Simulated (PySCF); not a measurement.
C3H8OSi, SMILES OC1([SiH3])CC1. Coordinates come from a B3LYP-D3(BJ)/def2-SVP optimisation. This is a generated structure with no PubChem entry under its InChIKey; it may be hypothetical. The values are those of a single conformer.

Computed with B3LYP-D3(BJ)/def2-SVP run with PySCF 2.14.0.

Harmonic wavenumbers (cm⁻¹): 156, 207, 214, 337, 351, 413, 561, 638, 666, 773, 877, 889, 925, 934, 950, 956, 991, 1054, 1071, 1174, 1236, 1246, 1327, 1423, 1475, 2206, 2214, 2230, 3117, 3123, 3211, 3222, 3795. Rotational constants (GHz): 5.770, 3.150, 2.520; symmetry number 1.

Work out the zero-point energy and the ideal-gas rigid-rotor harmonic-oscillator thermochemistry at 298.15 K and 1 atm.

ZPE = ½ Σ hcν = ½ × 43961 cm⁻¹ = 262.94 kJ/mol. H − E(el) = 282.73 kJ/mol. Entropy in J/(mol K): translation 164.61, rotation 110.26, vibration 52.99, total 327.86. G − E(el) = 184.98 kJ/mol. Cp = 111.01 J/(mol K).
